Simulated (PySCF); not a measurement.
# How the method changes the constants of CsPb

State: ⁴Σ⁻ (quartet), unpaired electrons σ ↑, π ↑↑. Set-up: PySCF, scalar-relativistic core potentials, basis sets Cs def2-SVPD with ECP46, Pb def2-SVPD with ECP60. De refers to Cs + Pb in their high-spin ground configurations, without counterpoise correction. The functionals are run spin-unrestricted. A positive dipole means Cs(−)Pb(+).

| Level | Re (Å) | ωe (cm⁻¹) | De (eV) | μ (D) |
| --- | --- | --- | --- | --- |
| UHF | 3.776 | 70.8 | 0.98 | -12.72 |
| UHF-MP2 | 3.691 | 75.3 | 1.26 | n/a |
| UHF-SCS-MP2 | 3.701 | 74.9 | 1.14 | n/a |
| PBE | 3.644 | 71.8 | 1.31 | -9.06 |
| BP86 | 3.648 | 71.8 | 1.29 | -9.30 |
| r²SCAN | 3.642 | 74.7 | 1.48 | -10.55 |
| B3LYP | 3.679 | 70.6 | 1.13 | -9.69 |
| PBE0 | 3.627 | 74.8 | 1.31 | -10.16 |
| LC-ωPBE | 3.613 | 78.4 | 1.37 | -11.82 |
| B2PLYP | 3.673 | 73.3 | 1.15 | -10.97 |

The bond length runs from 3.613 Å (LC-ωPBE) to 3.776 Å (UHF). De spans 0.98 eV (UHF, mean field) to 1.48 eV (r²SCAN, meta-GGA).

Correlated steps freeze 4 core orbitals. Correlated levels converge slowly with the basis: in double zeta they bind strong bonds too weakly, by up to about 1 eV, and carry superposition errors of some tenths. Spin–orbit coupling is left out, which matters for elements this heavy, above all for dissociation energies. B2PLYP dipoles, levels and charges come from its SCF part alone. The state is the lowest determinant that a PBE0 search found; another state may lie lower at other levels.
